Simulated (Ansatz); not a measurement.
A structure relaxed at PBE0-D4/def2-TZVP, charge 0, multiplicity 1:

| atom | x (Å) | y (Å) | z (Å) |
| --- | --- | --- | --- |
| O1 | 1.269 | -2.050 | -0.200 |
| Si2 | 0.774 | -0.584 | -0.715 |
| O3 | -0.647 | -0.747 | -1.513 |
| N4 | 0.471 | 0.391 | 0.665 |
| Si5 | -1.028 | 1.038 | 1.122 |
| F6 | -0.757 | 2.106 | 2.264 |
| F7 | -1.681 | 1.801 | -0.114 |
| H8 | 1.590 | -2.672 | -0.854 |
| H9 | 1.809 | 0.020 | -1.588 |
| H10 | -1.006 | 0.020 | -1.962 |
| H11 | 1.245 | 0.587 | 1.285 |
| H12 | -2.038 | 0.089 | 1.608 |

(1) Give its formula and SMILES.

(2) Summarise the bond lengths by kind.

## Answers

(1) F2H5NO2Si2, `O[SiH](O)N[SiH](F)F`.

(2) 2 × O–Si 1.630 to 1.637 Å; 2 × H–O 0.958 to 0.959 Å; 2 × N–Si 1.696 to 1.717 Å; 2 × H–Si 1.468 to 1.483 Å; 1 × H–N 1.011 Å; 2 × F–Si 1.587 to 1.592 Å.

All numbers were calculated with Ansatz.
